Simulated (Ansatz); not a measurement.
Reaction (substitution at a C–C bond): `C#CC(=O)O` + silanol → `O=C(O)O[SiH3]` + acetylene

Isolated molecules relaxed with PBE0-D4/def2-TZVP in Ansatz; ΔE leaves out vibrations. CBS: MP2 limit from def2 TZ/QZ plus the TZ coupled-cluster correction, frozen cores. This one scheme is used for every species. DFT in def2-TZVPP. HSE06 is defined as in plane-wave codes. Each species was taken in one conformer, which may not be the lowest.

(1) Is it downhill or uphill in electronic energy at CCSD(T)/CBS, and by how much? (An estimate is asked.)

(2) What do these levels give: revPBE-D4, r2SCANh-D4, HSE06, CCSD(T)/def2-SVP, HF/def2-TZVPP, HF/def2-QZVPP? (An estimate is asked.)

Largest T1 diagnostic among the species: 0.016.

Results:

(1) The calculation gave: Downhill: ΔE = -22.3 kJ/mol.

(2) The calculation gave: revPBE-D4 -13.1, r2SCANh-D4 -24.0, HSE06 -20.0, CCSD(T)/def2-SVP -35.6, HF/def2-TZVPP -41.3, HF/def2-QZVPP -41.2 kJ/mol.

Leaving LDA and LC-ωPBE aside and taking each functional with its dispersion term where it has one, the values, not all of them listed here, spread over 17.2 kJ/mol, from BHLYP-D4 to BLYP-D4. LDA lies −8.5 kJ/mol from PBE without D4. From PBE to PBE0 (25 % exact exchange), in def2-TZVPP and without D4, ΔE moves by −8.8 kJ/mol. In def2-TZVPP, CCSD(T) changes the Hartree–Fock value by +17.2 kJ/mol (the triples alone add +2.7 kJ/mol) and MP2 by +23.5 kJ/mol.
